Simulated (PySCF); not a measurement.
F2O2W, charge -1, quartet, geometry from GFN2-xTB of the parent state (such geometries of metal compounds can be far from the true shape) (the multiplicity is a formal guess) (core potentials on W) (a gas-phase anion, which may not be bound at this level); R2SCAN/def2-SVP (PySCF).

PySCF was given this input:
```python
from pyscf import gto, scf, dft

mol = gto.Mole()
mol.atom = '''
    W     0.124372   -0.026689    0.042043
    O     1.374432   -0.372679   -1.059240
    O     0.515292   -0.032840    1.698040
    F    -1.069149    1.506489   -0.518813
    F    -1.633223   -0.926582   -0.394692
'''
mol.basis = 'def2-svp'
mol.ecp = {'W': 'def2-svp'}
mol.charge = -1
mol.spin = 3
mol.verbose = 4
mol.build()

mf = dft.ROKS(mol)
mf.xc = 'r2scan'
mf.kernel()
```

The log (banner, timings and long lists left out):

```
PySCF version 2.14.0

[INPUT] verbose = 4
[INPUT] num. atoms = 5
[INPUT] num. electrons = 49
[INPUT] charge = -1
[INPUT] spin (= nelec alpha-beta = 2S) = 3
[INPUT] symmetry False subgroup None
[INPUT] Mole.unit = angstrom
[INPUT] Symbol           X                Y                Z      unit          X                Y                Z       unit  Magmom
[...]
nuclear repulsion = 213.089941606307
number of shells = 36
number of NR pGTOs = 153
number of NR cGTOs = 88
basis = def2-svp
ecp = {'W': 'def2-svp'}

******** <class 'pyscf.dft.roks.ROKS'> ********
method = ROKS
initial guess = minao
damping factor = 0
level_shift factor = 0
DIIS = <class 'pyscf.scf.diis.CDIIS'>
diis_start_cycle = 1
diis_space = 8
diis_damp = 0
SCF conv_tol = 1e-09
SCF conv_tol_grad = None
SCF max_cycles = 50
direct_scf = True
direct_scf_tol = 1e-13
num. doubly occ = 23  num. singly occ = 3
XC library pyscf.dft.libxc version 7.1.2
    S. Lehtola, C. Steigemann, M. J. T. Oliveira, and M. A. L. Marques,  SoftwareX 7, 1–5 (2018)
XC functionals = r2scan
    J. W. Furness, A. D. Kaplan, J. Ning, J. P. Perdew, and J. Sun,  J. Phys. Chem. Lett. 11, 8208–8215 (2020)
    J. W. Furness, A. D. Kaplan, J. Ning, J. P. Perdew, and J. Sun,  J. Phys. Chem. Lett. 11, 9248–9248 (2020)
    J. W. Furness, A. D. Kaplan, J. Ning, J. P. Perdew, and J. Sun,  J. Phys. Chem. Lett. 11, 8208–8215 (2020)
    J. W. Furness, A. D. Kaplan, J. Ning, J. P. Perdew, and J. Sun,  J. Phys. Chem. Lett. 11, 9248–9248 (2020)
radial grids:
    Treutler-Ahlrichs [JCP 102, 346 (1995); DOI:10.1063/1.469408] (M4) radial grids

becke partition: Becke, JCP 88, 2547 (1988); DOI:10.1063/1.454033
pruning grids: <function nwchem_prune>
grids dens level: 3
symmetrized grids: False
atomic radii adjust function: <function treutler_atomic_radii_adjust>
small_rho_cutoff = 0
Set gradient conv threshold to 3.16228e-05
tot grids = 81000
init E= -404.536997617638
[...]
cycle= 1 E= -416.569843000888  delta_E=  -12  |g|= 1.31  |ddm|= 5.18
[...]
cycle= 2 E= -414.335028554808  delta_E= 2.23  |g|= 3.44  |ddm|= 2.46

WARN: HOMO 0.245134403932306 >= LUMO 0.147691380332954

cycle= 3 E= -416.147425597973  delta_E= -1.81  |g|= 1.23  |ddm|= 3.43
[...]
cycle= 4 E= -416.868730261335  delta_E= -0.721  |g|= 0.299  |ddm|= 2.73
[...]
cycle= 5 E= -416.523351740418  delta_E= 0.345  |g|= 1.11  |ddm|= 1.05

WARN: HOMO 0.194316563296206 >= LUMO -0.121121752119829

cycle= 6 E= -416.372646926533  delta_E= 0.151  |g|= 0.674  |ddm|= 2.49
[...]
[...]
[...]
cycle= 24 E= -416.894389660988  delta_E= 7.35e-05  |g|= 0.0182  |ddm|= 0.299
[...]
cycle= 25 E= -416.89457710397  delta_E= -0.000187  |g|= 0.0635  |ddm|= 0.191
[...]
cycle= 26 E= -416.893756879954  delta_E= 0.00082  |g|= 0.0171  |ddm|= 0.344
[...]
cycle= 27 E= -416.894518960739  delta_E= -0.000762  |g|= 0.0635  |ddm|= 0.219
[...]
cycle= 28 E= -416.894563964744  delta_E= -4.5e-05  |g|= 0.0634  |ddm|= 0.14
[...]
cycle= 29 E= -416.89447289067  delta_E= 9.11e-05  |g|= 0.0676  |ddm|= 0.0926
[...]
cycle= 30 E= -416.894519024238  delta_E= -4.61e-05  |g|= 0.0665  |ddm|= 0.0377
[...]
cycle= 31 E= -416.894586623193  delta_E= -6.76e-05  |g|= 0.0627  |ddm|= 0.0661
[...]
cycle= 32 E= -416.894602286652  delta_E= -1.57e-05  |g|= 0.0632  |ddm|= 0.0476
[...]
cycle= 33 E= -416.776159687527  delta_E= 0.118  |g|= 0.585  |ddm|= 0.858
[...]
cycle= 34 E= -416.67685415863  delta_E= 0.0993  |g|= 0.777  |ddm|= 0.637

WARN: HOMO 0.207474783381826 >= LUMO 0.159462499309994

cycle= 35 E= -416.656814782601  delta_E= 0.02  |g|= 0.747  |ddm|= 1.85
[...]
cycle= 36 E= -416.660143252342  delta_E= -0.00333  |g|= 0.812  |ddm|= 1.81

WARN: HOMO 0.207699090061009 >= LUMO 0.160044760363062

cycle= 37 E= -416.655759298071  delta_E= 0.00438  |g|= 0.751  |ddm|= 1.81
[...]
cycle= 38 E= -416.695395971102  delta_E= -0.0396  |g|= 0.747  |ddm|= 1.81

WARN: HOMO 0.207486403874116 >= LUMO 0.160605920317408

cycle= 39 E= -416.658886362555  delta_E= 0.0365  |g|= 0.74  |ddm|= 1.81
[...]
cycle= 40 E= -416.693163505425  delta_E= -0.0343  |g|= 0.751  |ddm|= 1.81

WARN: HOMO 0.206913220573386 >= LUMO 0.162821967754384

cycle= 41 E= -416.741322371442  delta_E= -0.0482  |g|= 0.496  |ddm|= 1.84
[...]
cycle= 42 E= -416.821036082894  delta_E= -0.0797  |g|= 0.369  |ddm|= 1.83
[...]
cycle= 43 E= -416.867320060668  delta_E= -0.0463  |g|= 0.346  |ddm|= 0.927
[...]
cycle= 44 E= -416.874976610085  delta_E= -0.00766  |g|= 0.292  |ddm|= 0.223
[...]
cycle= 45 E= -416.882278834146  delta_E= -0.0073  |g|= 0.232  |ddm|= 0.175
[...]
cycle= 46 E= -416.886236304871  delta_E= -0.00396  |g|= 0.198  |ddm|= 0.143
[...]
cycle= 47 E= -416.888712749945  delta_E= -0.00248  |g|= 0.167  |ddm|= 0.131
[...]
cycle= 48 E= -416.654229127741  delta_E= 0.234  |g|= 0.826  |ddm|= 0.993

WARN: HOMO 0.208898095074591 >= LUMO 0.162314603122229

cycle= 49 E= -416.636305170219  delta_E= 0.0179  |g|= 0.788  |ddm|= 1.81
[...]
cycle= 50 E= -416.662926305146  delta_E= -0.0266  |g|= 0.805  |ddm|= 1.81
SCF not converged.
SCF energy = -416.662926305146
```

The run did not converge; its last values are not results.
